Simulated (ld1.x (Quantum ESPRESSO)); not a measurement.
Reading a pseudo-wave (N (Z = 7))

Columns: radius, all-electron u(r) and pseudo u(r) of the 2s shell (level -25.18 eV) of nitrogen in the configuration [He] 2s2 2p2.5; PW91, scalar-relativistic, TM semilocal scheme, ld1.x (Quantum ESPRESSO) 7.5.

```
r (bohr)  all-electron   pseudo
   0.093        0.3866  -0.0825
   0.185        0.3288  -0.1674
   0.278        0.1095  -0.2597
   0.370       -0.1411  -0.3599
   0.463       -0.3734  -0.4706
   0.555       -0.5624  -0.5860
   0.648       -0.7078  -0.6996
   0.740       -0.8085  -0.7960
   0.833       -0.8721  -0.8656
   0.925       -0.9037  -0.9022
   1.018       -0.9106  -0.9106
   1.110       -0.8986  -0.8986
   1.203       -0.8723  -0.8723
   1.295       -0.8366  -0.8366
   1.388       -0.7938  -0.7938
   1.480       -0.7474  -0.7474
   1.573       -0.6984  -0.6984
   1.665       -0.6495  -0.6495
   1.758       -0.6005  -0.6005
   1.850       -0.5534  -0.5534
   1.943       -0.5077  -0.5077
   2.035       -0.4647  -0.4647
   2.128       -0.4238  -0.4238
   2.220       -0.3860  -0.3860
   2.313       -0.3504  -0.3504
   2.405       -0.3178  -0.3178
```

Task: How many radial nodes do the two functions have?

Result: The all-electron 2s function has n − l − 1 = 1; the pseudo-wave has 0, since the states of the same l below it are removed with the core.

Task: At about which radius was the pseudo-wave matched?

Result: 1.10 bohr, where the columns begin to agree (steps of 0.09 bohr).

Task: Where does each function peak?

Result: Outermost all-electron maximum near 1.02 bohr, pseudo maximum near 1.02 bohr (to the table’s step).

Task: Is the pseudo-wave norm-conserving?

Result: Yes: the TM semilocal scheme keeps the norm inside the radius equal to the all-electron one, which fixes the energy derivative of the logarithmic derivative at the level.
